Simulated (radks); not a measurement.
Bi+, 82 electrons, occupied as [Hg] 6p2 (the NIST ground configuration). All-electron calculation, scalar-relativistic Kohn-Sham, r2SCAN, spin-polarised, spherical densities, finite nucleus; open shells are filled with parallel spins first (spin-orbit coupling, left out, can overturn this in heavy ions); meta-GGA in the generalised Kohn-Sham scheme; Fermi nuclear charge, rms radius 5.5211 fm. Program: a radial shooting solver on a logarithmic mesh with Libxc functionals.

Normalised radial functions P(r) = r R(r), r in bohr:

r,5p up,5d up
0.0008181,0.0022,0.0000
0.001109,0.0037,0.0000
0.001503,0.0060,0.0000
0.002036,0.0099,0.0001
0.00276,0.0162,0.0002
0.00377,0.0267,0.0004
0.00511,0.0429,0.0009
0.006925,0.0680,0.0021
0.009386,0.1051,0.0046
0.01272,0.1568,0.0101
0.01724,0.2213,0.0213
0.02336,0.2875,0.0434
0.03166,0.3275,0.0837
0.04291,0.2935,0.1494
0.05816,0.1360,0.2394
0.07945,-0.1497,0.3295
0.1077,-0.4134,0.3472
0.1459,-0.4076,0.2066
0.1978,0.0117,-0.1118
0.2681,0.5545,-0.4441
0.3633,0.5949,-0.4841
0.4923,-0.1000,-0.0750
0.6673,-0.9493,0.5566
0.9043,-1.2109,0.9747
1.226,-0.8401,0.9529
1.661,-0.3531,0.6400
2.269,-0.0856,0.3036
3.075,-0.0119,0.1033
4.168,-0.0008,0.0225
5.649,0.0000,0.0025
7.656,0.0000,0.0001

5p up: eigenvalue -106.37 eV, 3 radial nodes at r = 0.0683, 0.197, 0.476 bohr, <r> = 0.950 bohr, 90 % of the charge inside 1.37 bohr. 5d up: eigenvalue -35.991 eV, 2 radial nodes at r = 0.180, 0.511 bohr, <r> = 1.24 bohr, 90 % of the charge inside 1.86 bohr.
